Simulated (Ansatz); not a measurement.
Calculated with Ansatz (gas phase, PBE0-D4/def2-TZVP geometries, no zero-point term in ΔE). CCSD(T)/CBS adds triple-zeta CCSD(T) − MP2 to the extrapolated MP2 energy (def2 sets, frozen cores). This one scheme is used for every species. DFT in def2-TZVPP. HSE06 is defined as in plane-wave codes. Each species was taken in one conformer, which may not be the lowest.

Reaction (redistribution): `FB(Cl)Cl` + `F[Si](F)(F)S` → `SB(Cl)Cl` + `F[Si](F)(F)F`

```tsv
level	ΔE (kJ/mol)	difference from CCSD(T)/CBS
HSE06-D4	-22.1	10.4
BHLYP-D4	-25.0	7.5
CAM-B3LYP-D4	-21.1	11.4
PBE	-18.5	14.0
BHLYP	-24.5	8.0
LC-ωPBE	-18.1	14.4
RPA@PBE/def2-TZVPP	-30.6	1.9
CCSD(T)/def2-SVP	-13.3	19.2
CCSD/def2-TZVPP	-29.8	2.7
SCS-MP2/def2-QZVPP	-35.9	-3.4
CCSD(T)/CBS	-32.5	0
```

Problem. What do rigid-rotor, harmonic-oscillator terms from PBE0-D4/def2-TZVP frequencies (298.15 K, 1 bar) make of the CCSD(T)/CBS value? (An estimate is asked.)

Solution. The calculation gave: ΔZPE = +2.0 kJ/mol, ΔH = -31.7 kJ/mol, ΔS = -25 J/(mol·K), ΔG = -24.3 kJ/mol.

Largest T1 diagnostic among the species: 0.012.

At CCSD(T), def2-SVP lies +19.2 kJ/mol from the extrapolated value and def2-TZVPP +2.0 kJ/mol. Leaving LDA and LC-ωPBE aside and taking each functional with its dispersion term where it has one, the values, not all of them listed here, spread over 9.8 kJ/mol, from PBE-QIDH to PBE-D4. From BLYP to BHLYP (50 % exact exchange), in def2-TZVPP and without D4, ΔE moves by −5.1 kJ/mol.
